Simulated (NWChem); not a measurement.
Molecule: SrO; SMILES [O]=[Sr]

All runs: NWChem. Structure relaxed at the PBE0-D3(BJ)/def2-TZVP level. def2 effective core potentials on Sr; no spin-orbit coupling. Level PBE/def2-SVP: energy and gradient; each run changes one setting, and changes count from the defaults (medium grid, exact Coulomb integrals, symmetry on).

```json
[
 {"setting": "defaults", "size of the energy change (μHa)": "< 10", "largest change of a gradient component (μHa/bohr)": "< 30"},
 {"setting": "Coulomb fitting, Weigend set", "size of the energy change (μHa)": "70", "largest change of a gradient component (μHa/bohr)": "40"},
 {"setting": "extra-fine grid", "size of the energy change (μHa)": "< 10", "largest change of a gradient component (μHa/bohr)": "< 30"},
 {"setting": "coarse grid", "size of the energy change (μHa)": "30", "largest change of a gradient component (μHa/bohr)": "70"},
 {"setting": "Becke weights", "size of the energy change (μHa)": "< 10", "largest change of a gradient component (μHa/bohr)": "40"},
 {"setting": "symmetry off", "size of the energy change (μHa)": "< 10", "largest change of a gradient component (μHa/bohr)": "other frame"}
]
```
